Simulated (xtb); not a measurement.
xtb input (GFN2-xTB):

```bash
xtb mol.xyz --gfn 2 --sp --chrg 1 --uhf 0
```
mol.xyz:
```
9

O     -0.04596900     1.49346779     0.38279652
Si    -0.15841911    -0.10114394     0.41353892
O     -1.14874756    -0.83050406    -0.60805789
O      1.34961999    -0.40909805    -0.54256170
H     -0.35954450     2.11110596     1.05087825
H      0.03402099    -0.74419213     1.70758079
H     -1.97071193    -1.28423363    -0.39676717
H      1.31532628    -1.02760615    -1.29374562
H      1.95954932     0.33001564    -0.71490662
```

End of the output:

```
         :::::::::::::::::::::::::::::::::::::::::::::::::::::
         ::                     SUMMARY                     ::
         :::::::::::::::::::::::::::::::::::::::::::::::::::::
         :: total energy             -16.168483281421 Eh    ::
         :: gradient norm              0.019431502416 Eh/a0 ::
         :: HOMO-LUMO gap              7.005134331299 eV    ::
         ::.................................................::
         :: SCC energy               -16.277127573889 Eh    ::
         :: -> isotropic ES            0.147624637054 Eh    ::
         :: -> anisotropic ES          0.003478273013 Eh    ::
         :: -> anisotropic XC         -0.005206452580 Eh    ::
         :: -> dispersion             -0.003281505928 Eh    ::
         :: repulsion energy           0.108644292468 Eh    ::
         :: add. restraining           0.000000000000 Eh    ::
         :: total charge               1.000000000000 e     ::
         :::::::::::::::::::::::::::::::::::::::::::::::::::::

           -------------------------------------------------
          |                Property Printout                |
           -------------------------------------------------

    * Orbital Energies and Occupations

         #    Occupation            Energy/Eh            Energy/eV
      -------------------------------------------------------------
         1        2.0000           -1.0102131             -27.4893
         2        2.0000           -0.9268410             -25.2206
         3        2.0000           -0.8676532             -23.6100
         4        2.0000           -0.8349733             -22.7208
         5        2.0000           -0.8286554             -22.5489
         6        2.0000           -0.7772882             -21.1511
         7        2.0000           -0.7579308             -20.6243
         8        2.0000           -0.7358878             -20.0245
         9        2.0000           -0.7201029             -19.5950
        10        2.0000           -0.6866938             -18.6859
        11        2.0000           -0.6827299             -18.5780
        12        2.0000           -0.6570527             -17.8793
        13        2.0000           -0.6299075             -17.1407 (HOMO)
        14                         -0.3724736             -10.1355 (LUMO)
        15                         -0.3019953              -8.2177
        16                         -0.2802140              -7.6250
        17                         -0.2291986              -6.2368
        18                         -0.1533588              -4.1731
        19                         -0.1243231              -3.3830
        20                         -0.0534202              -1.4536
        21                         -0.0184384              -0.5017
        22                          0.0277677               0.7556
        23                          0.2016766               5.4879
        24                          0.4830338              13.1440
       ...                                ...                  ...
        26                          0.6451992              17.5568
      -------------------------------------------------------------
                  HL-Gap            0.2574339 Eh            7.0051 eV
             Fermi-level           -0.5011905 Eh          -13.6381 eV

     #   Z          covCN         q      C6AA      α(0)
     1   8 O        1.575    -0.389    20.680     6.136
     2  14 Si       3.217     0.626   131.945    24.015
     3   8 O        1.575    -0.389    20.680     6.136
     4   8 O        2.360    -0.365    20.122     6.058
     5   1 H        0.807     0.363     0.559     1.175
     6   1 H        0.920     0.026     2.645     2.544
     7   1 H        0.807     0.363     0.559     1.175
     8   1 H        0.804     0.383     0.518     1.130
     9   1 H        0.804     0.383     0.518     1.130

 Mol. C6AA /au·bohr⁶  :        845.508355
 Mol. C8AA /au·bohr⁸  :      29131.188543
 Mol. α(0) /au        :         49.499943

Wiberg/Mayer (AO) data.
largest (>0.10) Wiberg bond orders for each atom

 ---------------------------------------------------------------------------
     #   Z sym  total        # sym  WBO       # sym  WBO       # sym  WBO
 ---------------------------------------------------------------------------
     1   8 O    2.322 --     2 Si   1.346     5 H    0.846
     2  14 Si   4.191 --     3 O    1.346     1 O    1.346     6 H    0.865
                             4 O    0.591
     3   8 O    2.322 --     2 Si   1.346     7 H    0.846
     4   8 O    2.369 --     9 H    0.842     8 H    0.842     2 Si   0.591
     5   1 H    0.869 --     1 O    0.846
     6   1 H    0.999 --     2 Si   0.865
     7   1 H    0.869 --     3 O    0.846
     8   1 H    0.854 --     4 O    0.842
     9   1 H    0.854 --     4 O    0.842
 ---------------------------------------------------------------------------

Topologies differ in total number of bonds
Writing topology from bond orders to xtbtopo.mol

molecular dipole:
                 x           y           z       tot (Debye)
 q only:        0.533      -0.299       0.108
   full:        0.625      -0.295      -0.004       1.757
molecular quadrupole (traceless):
                xx          xy          yy          xz          yz          zz
 q only:        3.919       1.282      -1.113      -5.772       4.547      -2.806
  q+dip:        3.880       1.680      -1.215      -6.406       4.886      -2.665
   full:        5.514       1.317      -1.940      -7.944       5.785      -3.575

           -------------------------------------------------
          | TOTAL ENERGY              -16.168483281421 Eh   |
          | GRADIENT NORM               0.019431502416 Eh/α |
          | HOMO-LUMO GAP               7.005134331299 eV   |
           -------------------------------------------------

------------------------------------------------------------------------
------------------------------------------------------------------------
 total:
 SCF:
Note: The following floating-point exceptions are signalling: IEEE_UNDERFLOW_FLAG IEEE_DENORMAL
normal termination of xtb
```

It need not be the lowest isomer of its formula.
